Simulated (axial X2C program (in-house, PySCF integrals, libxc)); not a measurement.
**Curves of GaO by EOM-IP-CCSD**

Calculated with an axial X2C code built on PySCF integrals: two-component X2C with atomic mean-field Coulomb and Gaunt terms, Gaussian nuclei, basis Ga dyall-acv3z, O dyall-av3z with contracted cores.

Energies in eV from the lowest point of the lowest state; states are followed by energy order within each Ω. Reference: GaO⁻, 20 electrons correlated in 94 virtual spinors with an MP2 remainder; levels at this size can be off by some tenths of an eV. Masses 68.926 and 15.995 u.

| R (Å) | (1)Ω=1/2 | (1)Ω=3/2 | (2)Ω=1/2 | (3)Ω=1/2 |
| --- | --- | --- | --- | --- |
| 1.569 | 0.2615 | 1.5940 | 1.6180 | 4.0933 |
| 1.638 | 0.0364 | 0.9993 | 1.0209 | 3.7824 |
| 1.706 | 0.0000 | 0.6444 | 0.6642 | 3.7023 |
| 1.783 | 0.1026 | 0.4482 | 0.4663 | 3.8114 |
| 1.859 | 0.2958 | 0.4026 | 0.4195 | 4.0695 |
| 1.962 | 0.5118 | 0.4961 | 0.6252 | 4.5654 |

T1 of the reference reaches 0.031 (Lee–Taylor). Curves followed by order can swap character. Number of frozen shells: Ga 3 s, 2 p; O 1 s. Roots with under 60 % one-particle weight at any point are counted in the labels but not shown, and the list ends where the roots sought for some Ω run out; states that need a further excitation are missing and may lie low or lowest. Curves with a minimum but no constants failed the fit check.
